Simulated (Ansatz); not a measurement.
Species: furan-2-ol, C4H4O2 (charge 0, singlet). 
Coordinates optimised at B3LYP-D3(BJ)/def2-TZVP (Ansatz, a first-principles code):
```xyz
10

O      1.9593     0.1086     0.4462
C      0.6429     0.1299     0.1908
C     -0.3044     1.0663     0.4409
C     -1.5269     0.5081    -0.0686
C     -1.2312    -0.7060    -0.5808
O      0.1208    -0.9543    -0.4251
H      2.3276    -0.7252     0.1277
H     -0.1542     2.0173     0.9191
H     -2.5010     0.9670    -0.0488
H     -1.7957    -1.4831    -1.0606
```

Quantity: atomisation energy (electronic, to ground-state atoms), in eV. Cores are frozen in the correlated levels unless marked. UHF or UKS for open shells. No spin-orbit coupling. No relativistic terms. The coupled-cluster limit lacks core correlation, which all-electron functionals hold. CBS(X,Y): correlation extrapolated as X^-3; Hartree-Fock from the larger set. The bracket is a focal-point correction in the basis named.

```tsv
level	program	atomisation energy (eV)	minus last row
BLYP/def2-TZVPD	Ansatz	47.32	-0.13
CCSD/cc-pVTZ	Ansatz	45.03	-2.42
CCSD(T)/STO-3G	Ansatz	44.09	-3.36
CCSD(T)/aug-cc-pVDZ	Ansatz	43.93	-3.52
RI-MP2/CBS(cc-pVTZ,cc-pVQZ)+[CCSD(T)-MP2]/cc-pVDZ	Ansatz	47.56	0.11
RI-MP2/CBS(aug-cc-pVTZ,aug-cc-pVQZ)+[CCSD(T)-MP2]/aug-cc-pVTZ	Ansatz	47.47	0.02
CCSD(T)/CBS(aug-cc-pVTZ,aug-cc-pVQZ)	Ansatz	47.45	0.00
```
